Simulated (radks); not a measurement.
Results of a calculation; reference values are marked as such.
Question: Radial electron density D(r) = 4 pi r^2 rho(r) of an atom or ion with 24 electrons. Level of theory: Dirac Kohn-Sham, PBE, spin-unpolarised, spherical densities, finite nucleus; Fermi nuclear charge, rms radius of each element as measured or else 0.836 A^(1/3) + 0.57 fm (a radial shooting solver on a logarithmic mesh with Libxc functionals).

```
   r/bohr * D(r) (the largest magnitude, 32.7, reaches the edge; | marks zero)
 0.007019 |       *
 0.008995 |           *
  0.01153 |                 *
  0.01477 |                       *
  0.01908 |                               *
  0.02445 |                                        *
  0.03133 |                                              *
  0.04015 |                                                  *
  0.05145 |                                                *
  0.06593 |                                           *
  0.08517 |                                      *
   0.1091 |                                       *
   0.1399 |                                               *
   0.1792 |                                                      *
   0.2297 |                                                    *
   0.2943 |                                      *
   0.3802 |                       *
   0.4872 |                   *
   0.6243 |                       *
      0.8 |                        *
    1.025 |                  *
    1.324 |         *
    1.697 |    *
    2.175 | *
    2.787 |*
    3.571 *
    4.576 *
```

What is the nuclear charge?

Answer: Z = 25. The innermost maximum, from 1s, lies near gamma/Z bohr with gamma = sqrt(1 - (Z/c)^2) = 0.983, here 0.0393 bohr (found: 0.0421), and its height grows with Z. The density is that of the manganese ion Mn+ in [Ar] 3d6; the configuration itself is not fixed sharply by these data, and Z only to about a unit. D(r) has 3 maxima, at r = 0.0421, 0.196, 0.739 bohr, and minima at 0.0938, 0.468 bohr, inside which lie 2.13, 10.61 electrons.
